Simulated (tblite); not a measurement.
Species: C₄H₄O₂Si.
SMILES: `C#C[SiH]1OC=CO1`

Calculated harmonic vibrations of the isolated species, GFN2-xTB (tblite), most abundant isotopes, no scaling. Errors from tens to a few hundred cm⁻¹ against measured bands are possible. Modes of hydrogen on silicon can be 10 to 20 % off.

Harmonic wavenumbers (cm⁻¹): 93.2, 103.1, 223.5, 261.4, 328.1, 499.3, 499.4, 563.1, 651.6, 680.6, 684.6, 704.3, 731.2, 747.2, 776.1, 827.2, 846.1, 1031.1, 1075.4, 1172.0, 1217.5, 1660.0, 2216.6, 2355.6, 3147.6, 3163.8, 3357.2.

A = 5336, B = 1636, C = 1499 MHz; mass 111.998 u (most abundant isotopes); point group Cs, symmetry number 1.

Task: Zero-point energy?

Result: ½Σν̃ = 14808 cm⁻¹ = 177.15 kJ/mol.

Task: What is S at 400 K and 1 bar for an ideal gas of classical rigid rotors and harmonic oscillators?

Result: Translation 173.81, rotation 119.14, vibration 97.63: S = 390.6 J/(mol K).

Task: And Cp and H(400 K) − H(0)?

Result: Cp = 145.47 J/(mol K), of which vibrations give 112.21 (their classical limit is 27 R = 224.5); H(400 K) − H(0) = 35.27 kJ/mol without the zero-point energy, 21.97 from vibrations.

Task: Which modes carry the vibrational entropy at 400 K?

Result: 93.2 cm⁻¹: 17.44; 103.1 cm⁻¹: 16.61; 223.5 cm⁻¹: 10.35; 261.4 cm⁻¹: 9.13; 328.1 cm⁻¹: 7.40; 499.3 cm⁻¹: 4.48 J/(mol K); the other 21 give 32.22 together.

Task: Blend soft modes into free rotors: weight 1/[1 + (100 cm⁻¹/ν̃)⁴] for the oscillator and the rest for a rotor with moment μB/(μ + B), μ = h/(8π²ν), B = 10⁻⁴⁴ kg m². What vibrational entropy results?

Result: 93.69 J/(mol K) in place of 97.63, which changes −T·S at 400 K by +1.58 kJ/mol.

Task: How do the functions run with temperature in this model?

Result: 
```
 T (K)  S (J/(mol K))  Cp (J/(mol K))  H − H(0) (kJ/mol)  G − H(0) (kJ/mol)  ln q(vib)
    50          227.9            43.0               1.82              -9.58       0.13
   100          262.1            56.7               4.32             -21.89       0.64
298.15          351.6           119.7              21.70             -83.13       3.48
373.15          380.7           139.4              31.45            -110.61       4.69
   500          425.1           164.0              50.79            -161.78       6.79
   750          497.8           193.4              95.82            -277.50      10.75
  1000          556.0           211.1             146.54            -409.46      14.35
```

q(vib) and H(0) count from the zero-point level.

Hindered rotation and anharmonicity are outside this model.

The run took 0.47 s on one thread, Arm Neoverse N1 (aarch64), no GPU, shared host. This covers the Hessian and the dipole derivatives.
